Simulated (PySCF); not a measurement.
CH3F2OSb. Atoms are numbered in the order given.

```xyz
8

Sb    -0.5073     0.3148     0.0000
F     -0.4309    -1.0224     1.4059
F     -0.4309    -1.0224    -1.4059
O      1.4103     0.7303     0.0000
C      2.3923    -0.2998     0.0000
H      3.3827     0.1812     0.0000
H      2.3060    -0.9395     0.8948
H      2.3060    -0.9395    -0.8948
```
Charge 0, spin multiplicity 1.

Geometry optimised at B3LYP-D3(BJ)/def2-SVP. The structure was generated by enumeration; whether it is a known compound was not checked. The def2 effective core potentials stand for the cores of Sb; spin–orbit coupling is left out. Other conformers were not sampled.

Computed with HF/def2-TZVP (PySCF).

ESP charges are fitted to the potential on shells at 1.4 to 2.0 van der Waals radii. Atomic charges (e):

```csv
atom,Löwdin,ESP fit
Sb1,1.02,0.83
F2,-0.37,-0.33
F3,-0.37,-0.33
O4,-0.24,-0.37
C5,-0.35,-0.08
H6,0.10,0.08
H7,0.10,0.10
H8,0.10,0.10
```
